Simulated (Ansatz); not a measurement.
CaF2, triplet, geometry from GFN2-xTB of the parent state (such geometries of metal compounds can be far from the true shape) (a higher spin typed on purpose: for a closed-shell molecule this is an excited state); PBE0/def2-SVP in Ansatz (a first-principles code).

Input for Ansatz:
Ansatz 0.2 input:
```yaml
crystal:
  periodic: [false, false, false]
  atoms:
    - {symbol: Ca, position_ang: [0.00000000, 0.00000000, 0.00000000]}
    - {symbol: F, position_ang: [0.00000000, 0.00000000, 1.88609121]}
    - {symbol: F, position_ang: [-0.00000000, -0.00000000, -1.88609121]}
basis:
  gaussian:
    orbitals: def2-SVP
hamiltonian:
  xc: pbe0
magnetization: {spin_polarized: false, initial_magnetization: 2}
```

**Question.** Write the output that Ansatz gives for this input, abridged.

**Answer.** 
```
Functional definition: PBE0
536 factors; integrals over basis functions are off by at most 6.0e-4 eV
mean field evaluation 1: about -23851.7220 eV, gradient 2.7e1 eV
mean field evaluation 2: about -23851.8531 eV, gradient 2.7e1 eV
mean field evaluation 4: about -23853.1363 eV, gradient 9.4e-1 eV
mean field evaluation 8: about -23853.1414 eV, gradient 1.6e-2 eV
mean field evaluation 16: about -23853.1414 eV, gradient 8.2e-5 eV
mean field evaluation 32: about -23853.0532 eV, gradient 1.2e0 eV
mean field -23853.14141951 eV, -876.5867789270 hartree, gradient 2.7e-6 eV, S^2 2.000000; 2 other end points of the search recorded, 0 dependent functions left out
reference -23853.14146510 eV, -876.5867806023 hartree; 20, 18 occupied and 32, 34 virtual orbitals, 536 factors
Total energy: -23853.14146510 eV, -876.5867806023 hartree
```
